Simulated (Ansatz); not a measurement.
W₃⁻. Charge -1, multiplicity 2. Geometry PBE0-D4/def2-TZVPD; atoms count from 1.

```xyz
3

W    -0.477   -0.151   -1.227
W    -0.825    0.103    0.984
W     1.302    0.048    0.244
```

In the def2 sets W takes a core potential; there is no spin–orbit coupling. The charge -1 doublet is spin-contaminated (final ⟨S²⟩ up to 0.92, 0.75 for a pure state). The structure comes from a short search, and lower isomers may exist.

Q: Estimate the Mulliken populations from the PBE0/def2-TZVPD orbitals of Ansatz.

A: 
```json
{"atom": "W1", "charge (e)": "-0.29", "spin (α − β)": "-0.12", "d electrons": "4.51"}
{"atom": "W2", "charge (e)": "-0.42", "spin (α − β)": "1.24", "d electrons": "4.60"}
{"atom": "W3", "charge (e)": "-0.29", "spin (α − β)": "-0.12", "d electrons": "4.51"}
```
Mulliken values and Mayer orders depend strongly on the basis. With diffuse functions, as here, like atoms can get unlike values, and bond orders can come out too low or too high.

Q: Where does the spin sit?

A: Summed by element: W 1.00, of 1 unpaired in all. Largest on single atoms: W2 1.24, W3 -0.12, W1 -0.12.

Q: And the Mayer bond orders between bonded heavy atoms (over 0.3)?

A: W1–W2 3.32 (2.25 Å); W1–W3 3.23 (2.32 Å); W2–W3 3.32 (2.25 Å).
